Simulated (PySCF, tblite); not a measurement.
Isomers of [C8H16OP]+ (charge +1). Method: GFN2-xTB as coded in tblite; computed harmonic values from a numerical Hessian at the method's own geometry, unscaled. Against measured fundamentals such values can be off by several per cent, at times by over 20. Modes of hydrogen on phosphorus can be 10 to 20 % off. One conformer each.

Electronic energies: PBE0-D3(BJ)/def2-SVP at its own geometries (PySCF, gas phase).

```json
{"SMILES": "C1CC([PH+]2CCOCC2)C1", "electronic energy, lowest = 0 (kJ/mol)": "158.5"}
{"SMILES": "C/C=C\\[P@@H+](CC)CC(C)=O", "electronic energy, lowest = 0 (kJ/mol)": "107.4"}
{"SMILES": "COC[P@@H+](C)C1=CCCC1", "electronic energy, lowest = 0 (kJ/mol)": "154.1"}
{"SMILES": "C=C(C)[P+]1(C)CCOCC1", "electronic energy, lowest = 0 (kJ/mol)": "103.2"}
{"SMILES": "CC[P+]1(C)CCC(=O)CC1", "electronic energy, lowest = 0 (kJ/mol)": "0.0"}
```

Problem. How do GFN2-xTB zero-point energies change the relative energies?

Solution. 
```json
{"SMILES": "CC[P+]1(C)CCC(=O)CC1", "ZPE (kJ/mol)": "581.7", "of it from modes above 1550 cm⁻¹": "296.8", "electronic (kJ/mol)": "0.0", "with ZPE, lowest = 0 (kJ/mol)": "0.0", "lowest mode (cm⁻¹)": "39", "rings": "1"}
{"SMILES": "C=C(C)[P+]1(C)CCOCC1", "ZPE (kJ/mol)": "579.6", "of it from modes above 1550 cm⁻¹": "297.3", "electronic (kJ/mol)": "103.2", "with ZPE, lowest = 0 (kJ/mol)": "101.1", "lowest mode (cm⁻¹)": "43", "rings": "1"}
{"SMILES": "C/C=C\\[P@@H+](CC)CC(C)=O", "ZPE (kJ/mol)": "568.0", "of it from modes above 1550 cm⁻¹": "305.2", "electronic (kJ/mol)": "107.4", "with ZPE, lowest = 0 (kJ/mol)": "93.7", "lowest mode (cm⁻¹)": "38", "rings": "0"}
{"SMILES": "COC[P@@H+](C)C1=CCCC1", "ZPE (kJ/mol)": "575.2", "of it from modes above 1550 cm⁻¹": "291.5", "electronic (kJ/mol)": "154.1", "with ZPE, lowest = 0 (kJ/mol)": "147.6", "lowest mode (cm⁻¹)": "38", "rings": "1"}
{"SMILES": "C1CC([PH+]2CCOCC2)C1", "ZPE (kJ/mol)": "586.9", "of it from modes above 1550 cm⁻¹": "282.2", "electronic (kJ/mol)": "158.5", "with ZPE, lowest = 0 (kJ/mol)": "163.7", "lowest mode (cm⁻¹)": "43", "rings": "2"}
```

The zero-point energies span 18.9 kJ/mol, from `C/C=C\[P@@H+](CC)CC(C)=O` to `C1CC([PH+]2CCOCC2)C1`. The lowest isomer stays, but the order above it changes.

Problem. And how do the electronic energies of GFN2-xTB itself compare?

Solution. `CC[P+]1(C)CCC(=O)CC1` 0.0; `C=C(C)[P+]1(C)CCOCC1` 58.2; `C/C=C\[P@@H+](CC)CC(C)=O` 83.5; `COC[P@@H+](C)C1=CCCC1` 74.1; `C1CC([PH+]2CCOCC2)C1` 45.8 kJ/mol, lowest = 0. Against the energies above, taken from the same isomer `CC[P+]1(C)CCC(=O)CC1`, the largest difference is 112.7 kJ/mol. The two levels were optimised apart and needn't hold the same conformer.

Problem. What do entropy and thermal enthalpy add at 298.15 K and 1 bar (rigid rotor, harmonic oscillator, one conformer each)?

Solution. 
```csv
SMILES,point group,symmetry number,S (J/(mol K)),H − H(0) (kJ/mol),ZPE + H − H(0) − TS (kJ/mol)
CC[P+]1(C)CCC(=O)CC1,C1,1,454.5,34.98,481.2
C=C(C)[P+]1(C)CCOCC1,C1,1,457.1,35.47,478.7
C/C=C\[P@@H+](CC)CC(C)=O,C1,1,505.7,39.97,457.2
COC[P@@H+](C)C1=CCCC1,C1,1,478.7,36.62,469.1
```

Not tabulated: `C1CC([PH+]2CCOCC2)C1` (point group not settled).
